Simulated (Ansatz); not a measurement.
`C#[C][InH][NH2]` + H₂O → `[NH2][InH][OH]` + `C#C` at 400 K and 1 bar (formal hydrolysis of the In–C bond).

Computed with Ansatz on PBE0-D4/def2-TZVP structures; ΔE is electronic, products minus reactants. CCSD(T)/CBS adds triple-zeta CCSD(T) − MP2 to the extrapolated MP2 energy (def2 sets, frozen cores). This one scheme is used for every species. def2 core potentials past Kr. For In outer-core shells are correlated without core-valence functions, which leaves a few kJ/mol of doubt a bond. One conformer a species, not always the lowest.

```
          species  CCSD(T)/CBS energy (Eh)  H − E (kJ/mol)  S (J/(mol·K))
`C#[C][InH][NH2]`               -322.96179           160.4          384.5
              H₂O                -76.37941            69.8          198.6
 `[NH2][InH][OH]`               -322.11394           142.7          344.3
            `C#C`                -77.22717            85.5          213.8
```

H − E and S are ideal-gas, rigid-rotor, harmonic terms from PBE0-D4/def2-TZVP, for one conformer and one mirror image of each species. 1 Eh = 2625.50 kJ/mol, R = 8.31446 J/(mol·K).

**Question.** By hand: ΔE, ΔH, ΔS and ΔG.

**Answer.** ΔE = (-322.11394) + (-77.22717) − (-322.96179) − (-76.37941) = 0.00009 Eh = 0.2 kJ/mol. Δ(H − E) = 142.7 + 85.5 − 160.4 − 69.8 = -2.0, so ΔH = -1.8 kJ/mol. ΔS = 344.3 + 213.8 − 384.5 − 198.6 = -25.0 J/(mol·K). ΔG = -1.8 − 400 × (-25.0)/1000 = 8.2 kJ/mol.

**Question.** By hand: the equilibrium constant, and the temperature at which ΔG would vanish if ΔH and ΔS stayed fixed.

**Answer.** log₁₀ K = −ΔG/(RT ln 10) = -1.1. ΔG = 0 at ΔH/ΔS = 72 K, though so small a ΔH makes that figure unsure.

TΔS isn't small against ΔH here. A doubt of 5 kJ/mol in ΔE shifts log₁₀ K by 0.7 here. Other conformers and mirror images would add mixing entropy, several J/(mol·K) or more a flexible species. These are equilibria of isolated gas molecules and say nothing of rates. Largest T1 diagnostic: 0.016 (customary marks: 0.02 for closed shells, 0.045 for open ones).
